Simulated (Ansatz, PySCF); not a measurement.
1-bromo-1-fluoropropa-1,2-diene (C₃H₂BrF), SMILES C=C=C(F)Br.

The structure is a stationary point at PBE0-D3(BJ)/def2-SVP.

Vertical ionisation energy (IE) and electron affinity (EA) in eV. Rows of orbital energies are one-electron estimates. Where ΔSCF, EOM or ADC give a negative EA the extra electron is unbound and the value depends on the basis.

```json
[
 {"level": "−ε(HOMO), −ε(LUMO), r2SCAN/def2-TZVP (PySCF)", "IE": "6.31", "EA": "2.14"},
 {"level": "−ε(HOMO), −ε(LUMO), PBE/def2-TZVP (PySCF)", "IE": "6.09", "EA": "2.30"},
 {"level": "ΔSCF, CAM-B3LYP/def2-SVPD (Ansatz), final states of multiplicity 2 and 2", "IE": "9.56", "EA": "-0.45"},
 {"level": "ΔSCF, PBE/def2-SVPD (Ansatz), final states of multiplicity 2 and 2", "IE": "9.20", "EA": "-0.24"}
]
```

Question: What vertical singlet–triplet gap does ΔSCF give with CAM-B3LYP/def2-SVPD (Ansatz, a quantum-chemistry and plane-wave program) and with PBE/def2-SVPD (Ansatz)? (Estimate from the structure and the level; the computed values follow.)

Answer: 3.96 and 3.60 eV (triplet above singlet where positive).
